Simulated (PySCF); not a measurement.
Cl2Te, singlet, at a GFN2-xTB geometry (core potentials on Te); HF/def2-SVP, polarisability by finite fields (PySCF).

PySCF was given this input:
```python
from pyscf import gto, scf

mol = gto.M(
    atom='''
Te    0.018952   -0.015321    0.614084
Cl    1.078357    1.356778   -0.940097
Cl   -1.136327   -1.309916   -0.938279
''',
    basis='def2-svp',
    ecp={'Te': 'def2-svp'},
    charge=0,
    spin=0,
    verbose=4,
)

mf = scf.RHF(mol)
mf.conv_tol = 1e-11
mf.kernel()
h0, z, done = mf.get_hcore(), mol.intor('int1e_r')[2], []
def energy(F):
    f = mf.copy()
    f.scf_summary = {}
    f.get_hcore = lambda *a: h0 + F * z
    e = f.kernel(mf.make_rdm1())
    done.append(f.converged)
    return e
F = 2e-4
alpha = -(energy(F) + energy(-F) - 2 * mf.e_tot) / F**2
print('alpha_zz =', alpha)
```

The log (banner, timings and long lists left out):

```
PySCF version 2.14.0

[INPUT] verbose = 4
[INPUT] num. atoms = 3
[INPUT] num. electrons = 58
[INPUT] charge = 0
[INPUT] spin (= nelec alpha-beta = 2S) = 0
[INPUT] symmetry False subgroup None
[INPUT] Mole.unit = angstrom
[INPUT] Symbol           X                Y                Z      unit          X                Y                Z       unit  Magmom
[INPUT]  1 Te     0.018952000000  -0.015321000000   0.614084000000 AA    0.035814089513  -0.028952493954   1.160450577477 Bohr   0.0
[INPUT]  2 Cl     1.078357000000   1.356778000000  -0.940097000000 AA    2.037799394508   2.563938831835  -1.776525860525 Bohr   0.0
[INPUT]  3 Cl    -1.136327000000  -1.309916000000  -0.938279000000 AA   -2.147346817949  -2.475382486186  -1.773090338431 Bohr   0.0

nuclear repulsion = 229.587719628993
number of shells = 26
number of NR pGTOs = 133
number of NR cGTOs = 62
basis = def2-svp
ecp = {'Te': 'def2-svp'}

******** <class 'pyscf.scf.hf.RHF'> ********
method = RHF
initial guess = minao
damping factor = 0
level_shift factor = 0
DIIS = <class 'pyscf.scf.diis.CDIIS'>
diis_start_cycle = 1
diis_space = 8
diis_damp = 0
SCF conv_tol = 1e-11
SCF conv_tol_grad = None
SCF max_cycles = 50
direct_scf = True
direct_scf_tol = 1e-13
Set gradient conv threshold to 3.16228e-06
Initial guess from minao.
init E= -1157.40301655067
  HOMO = -0.774380326846951  LUMO = -0.668834060331489  gap/eV = 2.87206
cycle= 1 E= -1184.65389548262  delta_E= -27.3  |g|= 2.08  |ddm|= 7.17
  HOMO = -0.022768532163056  LUMO = 0.180203285322219  gap/eV = 5.52314
cycle= 2 E= -1185.42126311242  delta_E= -0.767  |g|= 1.12  |ddm|= 4.51
  HOMO = -0.314551723948419  LUMO = 0.0154796066518385  gap/eV = 8.98061
cycle= 3 E= -1185.71388606413  delta_E= -0.293  |g|= 0.0808  |ddm|= 1.45
  HOMO = -0.332810086924702  LUMO = 0.0223406230560619  gap/eV = 9.66414
cycle= 4 E= -1185.71708532064  delta_E= -0.0032  |g|= 0.0266  |ddm|= 0.134
  HOMO = -0.33421440574525  LUMO = 0.0244926027186178  gap/eV = 9.76091
cycle= 5 E= -1185.71744640403  delta_E= -0.000361  |g|= 0.00623  |ddm|= 0.0491
  HOMO = -0.334190275500823  LUMO = 0.0249384643757824  gap/eV = 9.77239
cycle= 6 E= -1185.71748286544  delta_E= -3.65e-05  |g|= 0.00152  |ddm|= 0.0179
  HOMO = -0.334311572709957  LUMO = 0.0248497731160278  gap/eV = 9.77328
cycle= 7 E= -1185.71748540847  delta_E= -2.54e-06  |g|= 0.000464  |ddm|= 0.00479
  HOMO = -0.33434918834741  LUMO = 0.0248148198853618  gap/eV = 9.77335
cycle= 8 E= -1185.71748568481  delta_E= -2.76e-07  |g|= 0.000133  |ddm|= 0.00168
  HOMO = -0.334335826914497  LUMO = 0.024820757139174  gap/eV = 9.77315
cycle= 9 E= -1185.71748570436  delta_E= -1.96e-08  |g|= 3.03e-05  |ddm|= 0.000462
  HOMO = -0.33433715996771  LUMO = 0.0248180155606498  gap/eV = 9.77311
cycle= 10 E= -1185.7174857054  delta_E= -1.04e-09  |g|= 6.08e-06  |ddm|= 0.000113
  HOMO = -0.334336551446057  LUMO = 0.0248181755164783  gap/eV = 9.77310
cycle= 11 E= -1185.71748570543  delta_E= -3.55e-11  |g|= 1.68e-06  |ddm|= 1.81e-05
  HOMO = -0.334336281014082  LUMO = 0.0248184577066709  gap/eV = 9.77310
cycle= 12 E= -1185.71748570544  delta_E= -3.87e-12  |g|= 5.37e-07  |ddm|= 5.03e-06
  HOMO = -0.334336303384134  LUMO = 0.0248184206957253  gap/eV = 9.77310
Extra cycle  E= -1185.71748570543  delta_E= 4.32e-12  |g|= 2.7e-07  |ddm|= 1.45e-06
converged SCF energy = -1185.71748570543

******** <class 'pyscf.scf.hf.RHF'> ********
method = RHF
initial guess = minao
damping factor = 0
level_shift factor = 0
DIIS = <class 'pyscf.scf.diis.CDIIS'>
diis_start_cycle = 1
diis_space = 8
diis_damp = 0
SCF conv_tol = 1e-11
SCF conv_tol_grad = None
SCF max_cycles = 50
direct_scf = True
direct_scf_tol = 1e-13
Overwritten attributes  get_hcore  of <class 'pyscf.scf.hf.RHF'>
Set gradient conv threshold to 3.16228e-06
init E= -1185.72419128202
  HOMO = -0.334205523843494  LUMO = 0.0250224078442546  gap/eV = 9.77509
cycle= 1 E= -1185.72419213397  delta_E= -8.52e-07  |g|= 0.000575  |ddm|= 0.00293
  HOMO = -0.334352066315887  LUMO = 0.0248558170137476  gap/eV = 9.77454
cycle= 2 E= -1185.72419222787  delta_E= -9.39e-08  |g|= 0.000239  |ddm|= 0.00132
  HOMO = -0.334314353343785  LUMO = 0.0248954410712456  gap/eV = 9.77460
cycle= 3 E= -1185.72419224863  delta_E= -2.08e-08  |g|= 6.4e-05  |ddm|= 0.000329
  HOMO = -0.33432446018076  LUMO = 0.0248884202800196  gap/eV = 9.77468
cycle= 4 E= -1185.72419225183  delta_E= -3.19e-09  |g|= 1.77e-05  |ddm|= 0.000227
  HOMO = -0.334325595316493  LUMO = 0.0248870313015254  gap/eV = 9.77467
cycle= 5 E= -1185.72419225217  delta_E= -3.47e-10  |g|= 5.04e-06  |ddm|= 6.92e-05
  HOMO = -0.33432648733563  LUMO = 0.0248862963139123  gap/eV = 9.77468
cycle= 6 E= -1185.7241922522  delta_E= -2.75e-11  |g|= 9.98e-07  |ddm|= 1.89e-05
  HOMO = -0.334326404658711  LUMO = 0.0248863817078686  gap/eV = 9.77468
cycle= 7 E= -1185.7241922522  delta_E= 2.05e-12  |g|= 1.84e-07  |ddm|= 3.46e-06
  HOMO = -0.334326431149364  LUMO = 0.0248863500953663  gap/eV = 9.77468
Extra cycle  E= -1185.7241922522  delta_E= -2.27e-12  |g|= 6.99e-08  |ddm|= 3.91e-07
converged SCF energy = -1185.7241922522

******** <class 'pyscf.scf.hf.RHF'> ********
method = RHF
initial guess = minao
damping factor = 0
level_shift factor = 0
DIIS = <class 'pyscf.scf.diis.CDIIS'>
diis_start_cycle = 1
diis_space = 8
diis_damp = 0
SCF conv_tol = 1e-11
SCF conv_tol_grad = None
SCF max_cycles = 50
direct_scf = True
direct_scf_tol = 1e-13
Set gradient conv threshold to 3.16228e-06
init E= -1185.71078012886
  HOMO = -0.334466549196144  LUMO = 0.0246144025897712  gap/eV = 9.77109
cycle= 1 E= -1185.71078098108  delta_E= -8.52e-07  |g|= 0.000576  |ddm|= 0.00293
  HOMO = -0.334320408596589  LUMO = 0.0247810604885774  gap/eV = 9.77165
cycle= 2 E= -1185.71078107518  delta_E= -9.41e-08  |g|= 0.000239  |ddm|= 0.00132
  HOMO = -0.334358158133725  LUMO = 0.0247414177203929  gap/eV = 9.77160
cycle= 3 E= -1185.71078109605  delta_E= -2.09e-08  |g|= 6.41e-05  |ddm|= 0.00033
  HOMO = -0.334348063708674  LUMO = 0.024748450252917  gap/eV = 9.77151
cycle= 4 E= -1185.71078109925  delta_E= -3.21e-09  |g|= 1.78e-05  |ddm|= 0.000228
  HOMO = -0.334346927634378  LUMO = 0.024749845533923  gap/eV = 9.77152
cycle= 5 E= -1185.7107810996  delta_E= -3.48e-10  |g|= 5.05e-06  |ddm|= 6.95e-05
  HOMO = -0.334346033079179  LUMO = 0.0247505829096334  gap/eV = 9.77152
cycle= 6 E= -1185.71078109963  delta_E= -3.07e-11  |g|= 1e-06  |ddm|= 1.89e-05
  HOMO = -0.334346116069085  LUMO = 0.0247504971876751  gap/eV = 9.77152
cycle= 7 E= -1185.71078109963  delta_E= 1.36e-12  |g|= 1.85e-07  |ddm|= 3.48e-06
  HOMO = -0.334346089569998  LUMO = 0.024750528795268  gap/eV = 9.77152
Extra cycle  E= -1185.71078109963  delta_E= -1.59e-12  |g|= 7.02e-08  |ddm|= 3.93e-07
converged SCF energy = -1185.71078109963
alpha_zz = 48.52422534895595
```
